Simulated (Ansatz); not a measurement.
Consider the cleavage of the Si–Si bond: `N[SiH](F)[SiH2]F` + CH₃NH₂ → `CN[SiH](N)F` + `F[SiH3]`.

Gas-phase electronic energies from Ansatz, PBE0-D4/def2-TZVP geometries. CBS: MP2 limit from def2 TZ/QZ plus the TZ coupled-cluster correction, frozen cores. This one scheme is used for every species. One conformer a species, not always the lowest.

```
           species  CCSD/def2-TZVPP energy (Eh)
`N[SiH](F)[SiH2]F`                   -835.39686
            CH₃NH₂                    -95.68504
     `CN[SiH](N)F`                   -540.48284
         `F[SiH3]`                   -390.63664
```

(1) Work out ΔE.

Largest T1 diagnostic among the species: 0.012.

## Answers

(1) ΔE = (-540.48284) + (-390.63664) − (-835.39686) − (-95.68504) = -0.03758 Eh = -1.02 eV. CCSD(T)/CBS gives -0.99 eV.

From PBE to PBE0 (25 % exact exchange), in def2-TZVPP and without D4, ΔE moves by −0.09 eV.
